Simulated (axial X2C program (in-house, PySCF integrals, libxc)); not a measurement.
# Tm⁺: configurations by level of theory

Computed with an axial X2C code built on PySCF integrals, basis dyall-v3z (cores contracted in-house), spin-free (one-electron X2C) and two-component (2c, atomic mean-field Coulomb and Gaunt terms). Energies in eV from the lowest row of each column (rows without correlated energies are left out; n/a marks j-coupled starts, which PBE0 does not hold); electrons by l are Mulliken totals of the Hartree–Fock solution, and PBE0 can relax to another configuration under the same block occupation. Coupled cluster uses truncated natural virtuals with an MP2 remainder. Frozen shells in the correlated columns: 4 s, 3 p, 2 d.

The low spin-free determinants:

```csv
electrons by l,"M_S, M_L",HF,MP2,PBE0
s11 p24 d20 f13,"1, 0",0.00,0.00,0.00
s11 p24 d20 f13,"1, 3",0.02,0.02,0.33
s11 p24 d20 f13,"1, 1",0.06,0.04,0.02
s11 p24 d20 f13,"0, 3",0.04,0.05,0.36
s11 p24 d20 f13,"0, 1",0.08,0.07,0.05
s11 p24 d20 f13,"1, 2",0.13,0.08,0.00
s11 p24 d20 f13,"0, 2",0.15,0.11,0.03
```

And the two-component ones:

```tsv
electrons by l	2M_J	HF	MP2	PBE0
s11 p24 d20 f13	8	0.00	0.00	0.27
s11 p24 d20 f13	2	0.01	0.01	0.16
s11 p24 d20 f13	6	0.02	0.03	0.30
s11 p24 d20 f13	4	0.08	0.05	0.06
s11 p24 d20 f13	2	0.09	0.06	0.08
s11 p24 d20 f13	6	0.11	0.07	0.00
s11 p24 d20 f13	4	0.13	0.09	0.03
```

Single determinants need not be terms or J levels, so several rows can belong to one term; PBE0 has no current term and treats spin collinearly, and Hartree–Fock breaks spherical symmetry, which spreads rows that should be degenerate. The search is wide but not exhaustive and can miss a configuration; gaps between s and d configurations can be off by some tenths of an eV with this basis and core.

The run took 110 s on 1 thread of Arm Neoverse V1, on a shared host.
